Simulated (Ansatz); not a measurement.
One change: `[SiH3]O/C=C\Br` becomes `Br/C=C\Br`.

Ansatz, PBE0-D4/def2-TZVP geometries, multiplicity 1. Each molecule was computed in one conformer, which needn't be the lowest.

Scalar relativity is left out up to krypton. Spin–orbit coupling is left out; it splits and shifts lone-pair levels of the heavy atoms by tenths of an eV.

```
                                        property  `[SiH3]O/C=C\Br`
               LUMO energy (PBE/def2-TZVPP) / eV             -1.07
           HOMO energy (ωB97M-V/def2-TZVPP) / eV             -8.92
           LUMO energy (ωB97M-V/def2-TZVPP) / eV              1.58
            HOMO–LUMO gap (PBE0/def2-TZVPP) / eV              6.59
size of the dipole moment (B3LYP/def2-TZVPP) / D              2.41
              HOMO energy (PBE0/def2-TZVPP) / eV             -6.75
```

Problem. What does the change do to each property? (Best estimate.)

Solution. Ansatz gave: 
```tsv
property	`Br/C=C\Br`	shift
LUMO energy (PBE/def2-TZVPP) / eV	-1.56	-0.49
HOMO energy (ωB97M-V/def2-TZVPP) / eV	-9.40	-0.48
LUMO energy (ωB97M-V/def2-TZVPP) / eV	1.49	-0.09
HOMO–LUMO gap (PBE0/def2-TZVPP) / eV	6.65	0.06
size of the dipole moment (B3LYP/def2-TZVPP) / D	1.63	-0.78
HOMO energy (PBE0/def2-TZVPP) / eV	-7.28	-0.53
```

With PBE0 the HOMO falls by 0.53 eV and the LUMO falls by 0.48 eV, so the gap widens by about 0.05 eV. PBE moves the HOMO by -0.54 eV and ωB97M-V by -0.48 eV. Dipoles are sizes alone; their direction can turn.

B3LYP here is the variant with VWN-RPA as its local correlation; programs differ in this.
